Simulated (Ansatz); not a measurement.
System: C3H8BS (charge 0, doublet). It need not be the lowest isomer of its formula. 
Coordinates optimised at B3LYP-D3(BJ)/def2-TZVP (Ansatz, a first-principles code):
```xyz
13

C      1.9351    -0.8214    -0.1818
S      0.9797     0.5408     0.1978
B     -0.7592     0.0786    -0.0025
C     -1.1861    -1.3612    -0.4535
C     -1.7945     1.2149     0.3059
H      1.5003    -1.7613    -0.4816
H      3.0063    -0.7143    -0.1122
H     -0.8176    -2.1218     0.2426
H     -0.7596    -1.6152    -1.4294
H     -2.2695    -1.4704    -0.5241
H     -2.4808     0.8845     1.0939
H     -1.3624     2.1690     0.6099
H     -2.4230     1.3900    -0.5747
```
Charge 0, spin multiplicity 2.

Property: atomisation energy (electronic, to ground-state atoms), in kcal/mol. Cores are frozen in the correlated levels unless marked. Open shells are spin-unrestricted. No spin-orbit coupling. No relativistic terms. The coupled-cluster limit lacks core correlation, which all-electron functionals hold. Basis-set limits of correlation are two-point, X^-3; Hartree-Fock from the larger set.

| level | program | atomisation energy (kcal/mol) |
|---|---|---|
| B3LYP/def2-TZVPD | Ansatz | 1170.9 |

Question: What does CCSD(T)/CBS(cc-pV(T+d)Z,cc-pV(Q+d)Z) (Ansatz) give?

Answer: 1174.4 kcal/mol
